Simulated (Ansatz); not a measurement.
Total energies of BMe2(nacnacH) (C5H11BN2) from Ansatz at PBE-D4/def2-TZVP, gas phase (1 Eh = 27.2114 eV = 2625.5 kJ/mol). The reference geometry is relaxed at PBE-D4/def2-SVP.

```csv
atom,x (Å),y (Å),z (Å)
B1,0.1639,0.2475,-0.5628
C2,-0.9203,0.7553,-1.6645
H3,-1.9727,0.6232,-1.3301
H4,-0.8111,0.2116,-2.6297
H5,-0.7852,1.8333,-1.9074
C6,1.7093,0.4326,-1.0365
H7,2.4409,0.0830,-0.2754
H8,1.9472,1.4976,-1.2566
H9,1.9206,-0.1252,-1.9765
N10,-0.1121,-1.2753,-0.1898
C11,-0.4520,-1.7548,0.9965
C12,-0.6195,-0.9354,2.1268
C13,-0.4156,0.4476,1.9757
N14,-0.0746,0.9978,0.8209
H15,-0.0175,-1.9597,-0.9439
H16,-0.6068,-2.8454,1.0872
H17,-0.9011,-1.3615,3.0956
H18,-0.5414,1.1147,2.8479
H19,0.0480,2.0132,0.8225
```

```tsv
state	geometry	energy (Eh)
charge 0 singlet	reference	-331.26547
charge 1 doublet	reference	-330.99844
charge 1 doublet	relaxed at PBE-D4/def2-SVP	-331.00353
free B atom (doublet)	–	-24.61008
free C atom (triplet)	–	-37.79597
free H atom (doublet)	–	-0.49962
free N atom (quartet)	–	-54.53214
```

Q: Work out the vertical ionisation energy to the doublet.

A: E(charge 1 doublet) − E(charge 0 singlet) = -330.99844 − (-331.26547) = 0.26703 Eh = 7.27 eV. For comparison, −ε of the highest occupied level is 4.64 eV at this level, 2.63 eV less.

Q: How much does the charge 1 doublet relax, and what is the adiabatic ionisation energy?

A: Relaxation: -330.99844 − (-331.00353) = 0.00509 Eh = 0.14 eV. Adiabatic ionisation energy: 0.26194 Eh = 7.13 eV, without zero-point energy. 

Q: What is the binding energy per atom against free atoms?

A: Atoms: 1 × (-24.61008) + 5 × (-37.79597) + 11 × (-0.49962) + 2 × (-54.53214) = -328.15003 Eh. Binding: -328.15003 − (-331.26547) = 3.11544 Eh = 84.78 eV, or 4.46 eV for each of 19 atoms (no zero-point energy, no counterpoise term).
